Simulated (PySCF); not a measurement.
CH₆AlClO₂Si, SMILES [OH][Al]([CH2][SiH2]Cl)[OH].

Geometry: PBE-D3(BJ)/def2-SVP. The structure was generated by enumeration; whether it is a known compound was not checked. The values are those of a single conformer.

Vertical ionisation energy (IE) and electron affinity (EA) in eV. Rows of orbital energies are one-electron estimates. Where ΔSCF, EOM or ADC give a negative EA the extra electron is unbound and the value depends on the basis.

```tsv
level	IE	EA
−ε(HOMO), −ε(LUMO), PBE0/def2-TZVP (PySCF)	8.45	0.58
−ε(HOMO), −ε(LUMO), PBE/def2-TZVP (PySCF)	7.15	1.39
```
